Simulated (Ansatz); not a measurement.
**Stretch profile**

ZnClF (SMILES [F][Zn][Cl]), closed shell, at its PBE0-D4/def2-TZVP minimum:

| atom | x (Å) | y (Å) | z (Å) |
| --- | --- | --- | --- |
| F1 | -1.4967 | 0.7876 | -0.7398 |
| Zn2 | -0.0934 | 0.0271 | -0.0486 |
| Cl3 | 1.5792 | -0.8795 | 0.7751 |

The bond length F1–Zn2 (1.739 Å at the minimum) is set to the values below, the two halves moving rigidly along the bond. Each method's energies count from its own value at the PBE0-D4 minimum structure. Computed with Ansatz 0.2.0 (basis: def2-TZVPP); correlated methods freeze the cores. Filled d shells of the heavier atoms are correlated. B3LYP uses VWN-RPA correlation.

```
bond length (Å)  CCSD(T) (eV)  PBE-D4 (eV)  PBE0-D4 (eV)  MP2 (eV)  r2SCAN-D4 (eV)
          1.565         0.539        0.577         0.526     0.493           0.498
          1.600         0.321        0.353         0.311     0.287           0.290
          1.651         0.118        0.139         0.111     0.098           0.099
          1.711         0.011        0.018         0.009     0.006           0.006
          1.777         0.016        0.006         0.018     0.023           0.023
          1.849         0.122        0.093         0.128     0.141           0.141
          1.924         0.309        0.257         0.317     0.337           0.337
          2.004         0.562        0.486         0.572     0.600           0.597
          2.087         0.859        0.756         0.869     0.908           0.898
```

Minimum and curvature along this coordinate at CCSD(T): A fifth-order fit through the nearest points gives 1.740 Å, with a curvature of about 25 eV/Å².

Q: Treat the two halves as rigid bodies and work out the harmonic wavenumber of this stretch from that curvature (ν̃ = 521.5 √(k/μ) cm⁻¹ with k in eV/Å² and μ in u).

A: The halves weigh 19.00 and 100.84 u, so μ = 19.00 × 100.84/119.84 = 15.988 u and ν̃ = 521.5 √(25/15.988) ≈ 650 cm⁻¹. A true normal mode mixes in other motions, so this is a guide only.

Largest difference from the CCSD(T) curve over the scan: B3LYP-D4 0.052; wB97M-V 0.015; HF 0.060 eV. Each curve counts from its own value at the minimum.

The T1 diagnostic stays at or below 0.017. This choice of frozen cores biases the correlated bond energies of the heavy atoms.

For scale, one of the runs: CCSD(T)/def2-TZVPP, 137 basis functions (an equivalent command: `ansatz run in.yaml --threads 2`). Hardware: 2 CPU threads, shared host. Wall time 18 s; peak host memory 0.64 GiB.
